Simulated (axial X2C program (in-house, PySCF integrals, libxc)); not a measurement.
## Nuclear properties of TaN⁺

Computed with an axial X2C code built on PySCF integrals: two-component X2C with atomic mean-field Coulomb and Gaunt terms, Gaussian nuclei, basis Ta dyall-cv3z, N dyall-av3z with contracted cores.

R = 1.642 Å (near the PBE0 minimum at charge 1 of the determinant lowest at the starting distance; the state shown can have its own minimum elsewhere).

Input and command:
```json
{"zs": [73, 7], "q": 1, "bas": ["dyall-cv3z", "dyall-av3z"], "r0": 1.86, "levels": ["PBE0", "HF", "BP86", "B3LYP", "BHandHLYP"], "nst": 3}
```
```bash
python soeom.py task.json out
```

Keys: zs atomic numbers; q charge; bas basis sets; r0 starting distance in Å; levels methods; nst determinants followed.

Determinant lowest in the PBE0 search, Ω = 1/2 (⟨Sz⟩ = 0.50, ⟨Lz⟩ = 0.00 at PBE0), spin on the atoms Ta 0.55, N -0.05:

| level | Eeff magnitude (GV/cm) | Ws magnitude Ta (kHz) | A∥/gI Ta (MHz) | qzz Ta (a.u.) | A∥/gI N (MHz) | qzz N (a.u.) |
| --- | --- | --- | --- | --- | --- | --- |
| PBE0 | 20.9 | 39.1 | 18800 | -10.35 | 75.3 | -0.79 |
| HF | 33.7 | 61.8 | 16300 | -8.49 | -0.139 | -1.03 |
| BP86 | 22.1 | 41.6 | 18900 | -11.45 | 88.6 | -0.74 |
| B3LYP | 21.2 | 39.7 | 19100 | -10.86 | 85.3 | -0.78 |
| BHandHLYP | 20.4 | 37.8 | 19000 | -9.71 | 72 | -0.86 |

Determinant 0.04 eV from it at PBE0 and this distance, Ω = 3/2 (⟨Sz⟩ = -0.50, ⟨Lz⟩ = 2.00 at PBE0), spin on the atoms Ta -0.61, N 0.11:

| level | Eeff magnitude (GV/cm) | Ws magnitude Ta (kHz) | A∥/gI Ta (MHz) | qzz Ta (a.u.) | A∥/gI N (MHz) | qzz N (a.u.) |
| --- | --- | --- | --- | --- | --- | --- |
| PBE0 | 8.37 | 4.95 | 1870 | -4.71 | 16.8 | -0.57 |
| HF | 24 | 14.6 | 180 | -4.26 | 168 | 0.46 |
| BP86 | 6.87 | 3.92 | 1840 | -5.99 | 23 | -0.53 |
| B3LYP | 6.98 | 4.04 | 1720 | -5.26 | 16.8 | -0.57 |
| BHandHLYP | 9.05 | 5.38 | 1790 | -3.80 | 13.4 | -0.63 |

Eeff is the effective electric field on the electron electric dipole moment in this Ω state and Ws the scalar–pseudoscalar constant of the nucleus named (defined with the proton number Z and per Ω); A∥ (defined per Ω) follows by multiplying with gI = μI/(I μN); qzz is the electric field gradient, eQq0 = 234.96 MHz × Q/barn × qzz. The operators were transformed with the bare-nucleus X2C matrices; with these basis sets, hyperfine constants and field gradients can be off by tens of per cent, and where levels differ in sign neither size nor sign is settled.

**Question.** With gI(181Ta) = 0.6773, Q(181Ta) = 3.17 barn, Q(14N) = 0.02044 barn (g factors from the IAEA table of nuclear moments by Stone; Q from Pyykkö, Mol. Phys. 2018), turn the PBE0 values of the first state into constants in MHz.

**Answer.** A∥(181Ta) = 18800 × 0.6773 = 12700 MHz; eQq0(181Ta) = 234.96 × (3.17) × (-10.35) = -7710 MHz; eQq0(14N) = 234.96 × (0.02044) × (-0.79) = -3.79 MHz.

Each state is one determinant with collinear spin. Unrestricted Hartree–Fock can overshoot spin polarisation at the nuclei. Where Eeff spreads by more than a factor of two the levels disagree and none is to be relied on. At BHandHLYP, HF a later determinant lies lower. States lie within half an eV, so the first need not be the ground state. Further determinants of the search, some of them spin-mixed, are not shown. Where a field gradient or hyperfine factor spreads by more than a factor of two over the levels, a constant derived from it is not to be relied on. PBE0 term energies can be off by some tenths of an eV.
